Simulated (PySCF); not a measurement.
C5H9FOSi.
Numbering: `[CH2:1]=[CH:2][C@@H:3]1[CH2:4][CH2:5][O:6][Si@H:7]1[F:8]`

Cartesian coordinates in Å at the GFN2-xTB level; atoms count from 1:
```
atom  x, y, z in Å
C1     2.6335   -0.7690    0.4889
C2     1.6577   -0.1458   -0.1468
C3     0.2195   -0.2326    0.2196
C4    -0.6898   -0.5027   -0.9894
C5    -2.1054   -0.0637   -0.6077
O6    -2.0343    1.0970    0.1987
Si7   -0.5943    1.3594    0.8999
F8    -0.7599    1.3312    2.5012
H9     2.4396   -1.4103    1.3328
H10    3.6649   -0.6601    0.2019
H11    1.8811    0.4962   -0.9896
H12    0.0901   -1.0319    0.9575
H13   -0.6766   -1.5497   -1.2920
H14   -0.3478    0.1035   -1.8308
H15   -2.7089    0.1764   -1.4864
H16   -2.6146   -0.8450   -0.0340
H17   -0.0615    2.6590    0.5662
```

Probes without a nucleus sit at each ring's centroid and 1 Å off its mean plane on both sides; NICS is minus the shielding there, NICSzz its component along the normal. Level: GIAO PBE0/pcSseg-1 (PySCF, non-relativistic, gas phase) on the GFN2-xTB geometry, one conformer.

Ring bond lengths (Å), with Mayer bond orders in brackets: C3–C4 1.537 (0.98), C4–C5 1.530 (1.04), C5–O6 1.415 (0.88), O6–Si7 1.623 (1.03), Si7–C3 1.913 (0.83).

Give the NICS values of each ring in ppm.

```tsv
ring	type	NICS(0)	NICS(1), two faces	NICS(1)zz, two faces	rms pucker (Å)	centre to ring atoms, mean (Å)
C3–C4–C5–O6–Si7	5-membered ring with O and Si; formal bonds all single	-5.3	-3.3 / -2.7	-2.9 / -2.1	0.16	1.34
```

What do they say, and how far can they be read as aromaticity?

- C3–C4–C5–O6–Si7: mean NICS(1)zz -2.5 ppm, near zero. C3, C4, C5, Si7 have four or more neighbours; no verdict on aromaticity is drawn.

What is the mean of the two in-plane components of NICS at the second NICS(1) probe listed for ring C3–C4–C5–O6–Si7, 1 Å off the ring?

The isotropic value is a third of the trace: (3 × -2.7 − (-2.1))/2 = -3.0 ppm.

What are the shieldings of the ring atoms and their hydrogens in the same run (means over atoms taken as equivalent)?

```json
{"atoms": "C3", "environment": "sp3 carbon bound to silicon", "σ isotropic (ppm)": "147.6"}
{"atoms": "C4", "environment": "ring CH2 carbon", "σ isotropic (ppm)": "148.2"}
{"atoms": "C5", "environment": "sp3 carbon bound to oxygen", "σ isotropic (ppm)": "116.4"}
{"atoms": "O6", "environment": "silyl ether oxygen", "σ isotropic (ppm)": "255.1"}
{"atoms": "Si7", "environment": "fluorine-bound silicon", "σ isotropic (ppm)": "347.3"}
{"atoms": "H12", "environment": "methine hydrogen", "σ isotropic (ppm)": "29.55"}
{"atoms": "H13", "environment": "methylene hydrogen", "σ isotropic (ppm)": "29.65"}
{"atoms": "H14", "environment": "methylene hydrogen", "σ isotropic (ppm)": "29.89"}
{"atoms": "H15", "environment": "methylene hydrogen", "σ isotropic (ppm)": "27.33"}
{"atoms": "H16", "environment": "methylene hydrogen", "σ isotropic (ppm)": "27.41"}
{"atoms": "H17", "environment": "Si–H hydrogen", "σ isotropic (ppm)": "26.87"}
```
